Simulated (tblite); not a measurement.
C4H8NOSi2 (doublet state).
SMILES with atom numbers: `[CH3:1][C:2]#[C:3][SiH:4][N:5]([SiH3:6])[CH:7]=[O:8]` (hydrogens: H9, H10, H11 on C1; H12 on Si4; H13, H14, H15 on Si6; H16 on C7)
Bond orders are those of one Lewis drawing.

Computed with GFN2-xTB (tblite), gas phase: L-BFGS steps from a force-field or distance-geometry start until the largest atomic force falls under 0.01 eV/Å.

Step 9: E = -626.5884 eV
```
atom  x, y, z in Å  |  force x, y, z in eV/Å
C1      3.5644   -0.0240    0.7605   -0.052   0.002  -0.042
C2      2.3248    0.0229    0.0220   -0.120   0.021  -0.041
C3      1.2594    0.0167   -0.5533    0.000   0.026   0.043
Si4    -0.2758    0.1389   -1.5410    0.039  -0.017  -0.071
N5     -1.6766    0.3120   -0.4594   -0.060  -0.014   0.153
Si6    -2.0647   -0.8971    0.7308   -0.016  -0.107   0.139
C7     -2.3905    1.4385   -0.5742   -0.018   0.085  -0.039
O8     -2.1620    2.3073   -1.3789    0.080   0.037  -0.067
H9      3.3950   -0.5075    1.7224    0.065   0.016   0.029
H10     3.9368    0.9871    0.9220    0.025  -0.002   0.034
H11     4.3063   -0.5912    0.2000    0.018  -0.005   0.008
H12    -0.5383   -1.0944   -2.2816   -0.019   0.057  -0.123
H13    -3.4586   -0.6964    1.1238    0.075   0.012   0.012
H14    -1.1096   -0.7432    1.8244   -0.032  -0.002   0.055
H15    -1.8870   -2.1695    0.0468   -0.015  -0.116  -0.021
H16    -3.2313    1.5088    0.1422    0.030   0.005  -0.071
```

Step 10: E = -626.5929 eV
```
atom  x, y, z in Å  |  force x, y, z in eV/Å
C1      3.5639   -0.0234    0.7597   -0.083   0.007  -0.048
C2      2.3208    0.0252    0.0218   -0.027   0.010   0.016
C3      1.2527    0.0158   -0.5483   -0.023   0.036   0.006
Si4    -0.2804    0.1445   -1.5411    0.083  -0.045  -0.033
N5     -1.6766    0.3091   -0.4510   -0.022  -0.033   0.089
Si6    -2.0659   -0.9017    0.7383    0.003  -0.115   0.086
C7     -2.3876    1.4349   -0.5763    0.062   0.131  -0.083
O8     -2.1491    2.3016   -1.3828    0.044  -0.042  -0.006
H9      3.3936   -0.5076    1.7238    0.083   0.048  -0.043
H10     3.9364    0.9902    0.9219    0.005  -0.081   0.018
H11     4.3055   -0.5924    0.1960   -0.037   0.042   0.056
H12    -0.5402   -1.0857   -2.2889   -0.023   0.066  -0.116
H13    -3.4619   -0.6932    1.1253    0.103  -0.006   0.016
H14    -1.1064   -0.7422    1.8295   -0.063  -0.020   0.034
H15    -1.8865   -2.1725    0.0429   -0.029  -0.053   0.034
H16    -3.2260    1.5063    0.1360   -0.074   0.055  -0.026
```

Step 11: E = -626.5963 eV
```
atom  x, y, z in Å  |  force x, y, z in eV/Å
C1      3.5621   -0.0228    0.7584   -0.075   0.011  -0.033
C2      2.3171    0.0271    0.0218    0.034   0.001   0.052
C3      1.2473    0.0158   -0.5445   -0.036   0.038  -0.020
Si4    -0.2829    0.1478   -1.5417    0.064  -0.053   0.018
N5     -1.6769    0.3068   -0.4431    0.023  -0.029   0.012
Si6    -2.0666   -0.9073    0.7453    0.029  -0.078   0.006
C7     -2.3845    1.4336   -0.5786    0.094   0.093  -0.058
O8     -2.1384    2.2975   -1.3867    0.029  -0.086   0.022
H9      3.3943   -0.5068    1.7242    0.079   0.056  -0.076
H10     3.9362    0.9911    0.9222   -0.009  -0.108   0.003
H11     4.3043   -0.5926    0.1941   -0.068   0.063   0.068
H12    -0.5420   -1.0780   -2.2969   -0.027   0.067  -0.111
H13    -3.4625   -0.6909    1.1268    0.095  -0.019   0.028
H14    -1.1051   -0.7418    1.8343   -0.072  -0.037   0.032
H15    -1.8868   -2.1761    0.0406   -0.037  -0.013   0.072
H16    -3.2233    1.5056    0.1307   -0.122   0.094  -0.015
```

Step 12: E = -626.6002 eV
```
atom  x, y, z in Å  |  force x, y, z in eV/Å
C1      3.5588   -0.0219    0.7562   -0.041   0.012  -0.003
C2      2.3126    0.0294    0.0224    0.067  -0.007   0.070
C3      1.2410    0.0167   -0.5402   -0.032   0.032  -0.037
Si4    -0.2849    0.1505   -1.5421    0.019  -0.052   0.066
N5     -1.6767    0.3038   -0.4339    0.061  -0.012  -0.069
Si6    -2.0667   -0.9152    0.7534    0.058   0.000  -0.091
C7     -2.3798    1.4328   -0.5811    0.084   0.007   0.012
O8     -2.1252    2.2922   -1.3917    0.023  -0.110   0.036
H9      3.3967   -0.5049    1.7234    0.052   0.042  -0.073
H10     3.9360    0.9902    0.9227   -0.016  -0.088  -0.014
H11     4.3018   -0.5917    0.1931   -0.078   0.060   0.049
H12    -0.5447   -1.0678   -2.3087   -0.030   0.066  -0.103
H13    -3.4612   -0.6887    1.1293    0.067  -0.032   0.044
H14    -1.1051   -0.7422    1.8407   -0.070  -0.056   0.038
H15    -1.8878   -2.1809    0.0394   -0.040   0.012   0.103
H16    -3.2224    1.5067    0.1239   -0.125   0.126  -0.029
```

**Question.** Estimate the geometry and energy of step 13. (The exact step hangs on the optimiser's Hessian estimate; all steps are aligned on step 12, rigid shifts and turns removed.)

**Answer.** E = -626.6043 eV, largest force 0.188 eV/Å
```
atom  x, y, z in Å  |  force x, y, z in eV/Å
C1      3.5546   -0.0207    0.7540    0.004   0.012   0.030
C2      2.3080    0.0317    0.0237    0.059  -0.012   0.064
C3      1.2350    0.0182   -0.5361   -0.006   0.019  -0.038
Si4    -0.2865    0.1521   -1.5414   -0.020  -0.042   0.079
N5     -1.6755    0.3005   -0.4255    0.069   0.005  -0.113
Si6    -2.0657   -0.9231    0.7601    0.071   0.084  -0.152
C7     -2.3740    1.4318   -0.5826    0.036  -0.076   0.081
O8     -2.1111    2.2854   -1.3967    0.026  -0.106   0.037
H9      3.4003   -0.5022    1.7215    0.011   0.007  -0.030
H10     3.9356    0.9878    0.9231   -0.014  -0.023  -0.026
H11     4.2979   -0.5898    0.1929   -0.061   0.033   0.002
H12    -0.5481   -1.0562   -2.3229   -0.032   0.065  -0.090
H13    -3.4582   -0.6871    1.1326    0.038  -0.042   0.056
H14    -1.1066   -0.7438    1.8480   -0.061  -0.073   0.041
H15    -1.8897   -2.1861    0.0402   -0.037   0.015   0.115
H16    -3.2235    1.5105    0.1160   -0.084   0.132  -0.054
```

The energy changes by -0.0041 eV. The first-order estimate −F·Δx gives -0.0054 eV and the mean of the old and new forces, exact on a quadratic surface, -0.0040 eV. The step makes an angle of 68° with the force vector and moves no atom by more than 0.019 Å.

The cost below is that of the whole relaxation. Time: 1.1 s of wall time. Hardware: one thread of an Arm Neoverse V2, shared host.
